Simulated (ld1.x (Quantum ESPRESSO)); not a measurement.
# zirconium, RRKJ: configuration errors across variants

```json
{
  "Element": "Zr",
  "Generator": "ld1.x (Quantum ESPRESSO) 7.5",
  "Type": "norm-conserving RRKJ (Kleinman–Bylander form)",
  "Functional": "PBE",
  "Relativity": "scalar-relativistic",
  "Frozen core": "[Kr]",
  "Valence charge": "4",
  "Reference configuration": "4d2 5s0.5 5p0 (charge +1.5)",
  "Partial waves": "5p (bound, empty): rc 2.95 bohr; 4d (bound): rc 2.65 bohr; 5s (bound): rc 3.05 bohr",
  "Local potential": "the s channel",
  "Core correction": "none",
  "rho0": "0.01"
}
```

All-electron excitation energies from the reference (eV): (1) 4d2 5s2 5p0 -12.846; (2) 4d2 5s1 5p0 -5.708; (3) 4d2 5s0 5p0 7.232; (4) 4d3 5s1 5p0 -11.651; (5) 4d1 5s2 5p0 -5.182; (6) 4d1 5s2 5p1 -9.842; (7) 4d2 5s0 5p1 -1.993.

4 further variants failed, have other tests or another functional or relativity, and are left out.

A true bound ghost makes a file unfit for plane-wave use even where its test errors are small: the radial tests pick states by their node count and pass the ghost by.

Errors AE − PS in meV (a dash: test not solved or not reliable):

```csv
change,(1),(2),(3),(4),(5),(6),(7),bound ghosts
base,+125,+27,+47,+32,+209,+252,+18,none
local potential the d channel,+167,+34,+49,+38,+313,+334,+12,"s, p"
"all radii scaled by about 0.90 (s 2.74, p 2.66, d 2.38 bohr)",+124,+27,+48,+29,+178,+231,+21,p
type TM; local potential the d channel; rho0 0,+126,+28,+50,+53,+177,+216,+17,"s, p"
core correction a·sin(br)/r model core inside 2.46 bohr,+6.5,+1.4,+0.1,-55,-12,-33,-1.0,none
wave 5s (bound): rc 3.05 bohr becomes 5s (bound): rc 3.84 bohr,+125,+25,+41,+45,+220,+262,+16,none
```

Question: Give the same row for: wave 4d (bound): rc 2.65 bohr becomes 4d (bound): rc 1.62 bohr.

Answer: +121, +27, +48, +25, +149, +186, +18; bound ghosts: none.
